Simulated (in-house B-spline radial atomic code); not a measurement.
## OEP/ALDAx excitations of Te VII (Te6+)

Method: OEP/ALDAx. Computed with an all-electron radial atomic-structure program (B-spline basis): linear response of the closed shell [Kr] 4d10 with the adiabatic LDA exchange kernel on the exchange-only optimised effective potential; scalar-relativistic (spin-free one-electron X2C), finite nucleus, no spin-orbit coupling, no double excitations, S, P, D and F terms only; shells from n = 2 respond. Only terms of natural parity with L up to 3 were computed.

Command:
```bash
python run_td.py task.json out
```
Settings (radii: box in bohr, nucleus in fm):
```
Z                        52
electrons                46
configuration            [Kr] 4d10
hamiltonian              x2c
method                   oep
box_radius               14.35
rms_radius               4.7423
intervals                102
```

Cost of the run: 3.7 s on 1 thread of Arm Neoverse V1, with other jobs on the host.

The lowest states, in the order of their Tamm-Dancoff energies; the method's threshold (minus the highest occupied level) is 125.06 eV. Labels give the largest channel, * marks a mixed state, and oscillator strengths are full-response dipole values. Semilocal kernels can invert the small singlet-triplet splittings of Rydberg terms. Energies in eV:

| state | full response | Tamm-Dancoff | oscillator strength |
| --- | --- | --- | --- |
| 4d → 5s 3D | ? | ? | - |
| 4d → 5s 1D | 38.49 | 38.50 | - |
| 4d → 5p 3P | 50.95 | 50.98 | - |
| 4d → 5p 3F | 51.31 | 51.33 | - |
| 4d → 5p 1F | 51.93 | 51.93 | - |
| 4d → 5p 1P | 52.98 | 53.06 | 0.967 |
| 4d → 4f 3P | 68.25 | 68.30 | - |
| 4d → 4f 3F | 69.47 | 69.49 | - |
| 4d → 5d 3S | 69.99 | 70.02 | - |
| 4d → 5d 3D | 71.13 | 71.14 | - |
| 4d → 4f 1F | 71.68 | 71.74 | - |
| 4d → 5d 1D | 71.74 | 71.76 | - |
| 4d → 5d 1S | ? | ? | - |
| 4d → 6s 3D | 79.00 | 79.00 | - |
| 4d → 6s 1D | 79.23 | 79.23 | - |
| 4d → 4f 1P | 80.29 | 81.20 | 4.86 |
| 4d → 6p 3P | 84.47 | 84.48 | - |
| 4d → 6p 3F | 84.58 | 84.58 | - |
| 4d → 6p 1F | 84.76 | 84.76 | - |
| 4d → 6p 1P | 85.11 | 85.15 | 0.406 |
| 4d → 5f 3P | 90.72 | 90.73 | - |
| 4d → 5f 3F | 91.06 | 91.06 | - |

Task: Where does 4d → 5s 3D lie?

Result: At 37.55 eV in full response, 37.56 eV in Tamm-Dancoff.

Task: Where does 4d → 5d 1S lie?

Result: At 75.82 eV in full response, 76.33 eV in Tamm-Dancoff.

Task: How large is the singlet-triplet splitting of 4d → 5s (D terms) in Tamm-Dancoff?

Result: 0.94 eV, from the unrounded values.

Task: What polarisabilities and dispersion coefficient does the method give?

Result: Dipole 1.306 bohr³, quadrupole 1.816 bohr⁵, C6 3.998 hartree·bohr⁶ for two such species.
